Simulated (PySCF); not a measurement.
FH5N2Sn, SMILES [NH2][SnH]([NH2])[F].

The structure is a stationary point at B3LYP-D3(BJ)/def2-SVP. The structure was generated by enumeration; whether it is a known compound was not checked. The def2 effective core potentials stand for the cores of Sn; spin–orbit coupling is left out. The values are those of a single conformer.

Two levels are set side by side: PBE/def2-TZVP (PySCF) and PBE0/def2-TZVP (PySCF). Same geometry, gas phase. Differences are taken from unrounded values.

```tsv
quantity	PBE
orbital gap (eV)	4.58
highest occupied level (eV)	-6.24
lowest empty level (eV)	-1.66
dipole moment (D)	1.25
mean polarisability (bohr³)	54.7
```

Question: These are the PBE values. What does PBE0 give? (An estimate is asked for; the answer gives what the named calculation found.)

Answer: 
```
quantity                      PBE0  PBE minus PBE0
---------------------------  -----  --------------
orbital gap (eV)              7.01           -2.43
highest occupied level (eV)  -7.71            1.47
lowest empty level (eV)      -0.71           -0.96
dipole moment (D)             1.25            0.00
mean polarisability (bohr³)   51.9             2.8
```

PBE's occupied levels lie high since its potential decays too fast outside the molecule; exact exchange lowers them and widens the gap. Loosely held outer electrons make PBE densities more polarisable. Differences between two approximate levels are no errors against the true value.

Rough cost on one machine, each run with all the roots and properties that it gave: PBE0 against PBE within a factor of 2.
